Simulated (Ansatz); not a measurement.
Reaction (redistribution): `[SH][Hf]([SH])([SH])[SH]` + `C[NH][AlH][Cl]` → `[SH][Hf]([SH])([SH])[Cl]` + `C[NH][AlH][SH]`

Gas-phase electronic energies from Ansatz, PBE0-D4/def2-TZVP geometries. CBS: MP2 limit from def2 TZ/QZ plus the TZ coupled-cluster correction, frozen cores. DFT in def2-TZVPP. Elements past krypton have def2 core potentials. For Hf outer-core shells are correlated without core-valence functions, which leaves a few kJ/mol of doubt a bond. One conformer a species, not always the lowest.

```csv
species,CAM-B3LYP energy (Eh)
`[SH][Hf]([SH])([SH])[SH]`,-1643.43979
`C[NH][AlH][Cl]`,-798.62675
`[SH][Hf]([SH])([SH])[Cl]`,-1704.88637
`C[NH][AlH][SH]`,-737.18588
```

(1) Work out ΔE.

Largest T1 diagnostic among the species: 0.017.

Results:

(1) ΔE = (-1704.88637) + (-737.18588) − (-1643.43979) − (-798.62675) = -0.00571 Eh = -15.0 kJ/mol. CCSD(T)/CBS gives -12.7 kJ/mol.

Leaving LDA and LC-ωPBE aside and taking each functional with its dispersion term where it has one, the values, not all of them listed here, spread over 2.4 kJ/mol, from B97M-V to PBE-QIDH.
